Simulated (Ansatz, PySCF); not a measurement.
System: [amino(methyl)boranyl]methane, C$_{2}$H$_{8}$BN, charge 0, multiplicity 1. 
Geometry from a B3LYP-D3(BJ)/def2-TZVP (Ansatz, a quantum-chemistry and plane-wave program) optimisation:
```
B
N 1 1.4003
H 2 1.0067 1 123.21
H 2 1.0067 3 113.57 1 -180.00
C 1 1.5804 2 119.63 3 0.00
H 5 1.0930 1 114.13 2 0.00
H 5 1.0948 6 107.64 1 123.25
H 5 1.0948 6 107.64 7 113.50
C 1 1.5804 2 119.63 3 -180.00
H 9 1.0930 1 114.13 2 0.00
H 9 1.0948 10 107.64 1 -123.25
H 9 1.0948 10 107.64 11 -113.50
```
Charge 0, spin multiplicity 1.

Dipole moments at this geometry, in debye (magnitudes).

```json
[
 {"level": "PBE/def2-TZVPD", "program": "Ansatz", "dipole (D)": "1.25"},
 {"level": "B97M-V/def2-TZVPD", "program": "Ansatz", "dipole (D)": "1.17"},
 {"level": "B3LYP/def2-TZVPD", "program": "Ansatz", "dipole (D)": "1.22"},
 {"level": "BHLYP/def2-TZVPD", "program": "Ansatz", "dipole (D)": "1.16"},
 {"level": "TPSSh/def2-TZVPD", "program": "PySCF", "dipole (D)": "1.27"},
 {"level": "r2SCANh/def2-TZVPD", "program": "Ansatz", "dipole (D)": "1.20"},
 {"level": "r2SCAN0/def2-TZVPD", "program": "Ansatz", "dipole (D)": "1.18"},
 {"level": "M06-2X/def2-TZVPD", "program": "PySCF", "dipole (D)": "1.17"},
 {"level": "HSE06/def2-TZVPD", "program": "Ansatz", "dipole (D)": "1.21"},
 {"level": "CAM-B3LYP/def2-TZVPD", "program": "Ansatz", "dipole (D)": "1.20"},
 {"level": "LC-wPBE/def2-TZVPD", "program": "Ansatz", "dipole (D)": "1.18"},
 {"level": "wB97M-V/def2-TZVPD", "program": "Ansatz", "dipole (D)": "(withheld)"},
 {"level": "CCSD(T)/aug-cc-pVDZ", "program": "Ansatz", "dipole (D)": "(withheld)"}
]
```

Problem. Some entries are withheld; supply them.

Solution. 
- wB97M-V/def2-TZVPD, dipole (D): 1.22
- CCSD(T)/aug-cc-pVDZ, dipole (D): 1.29
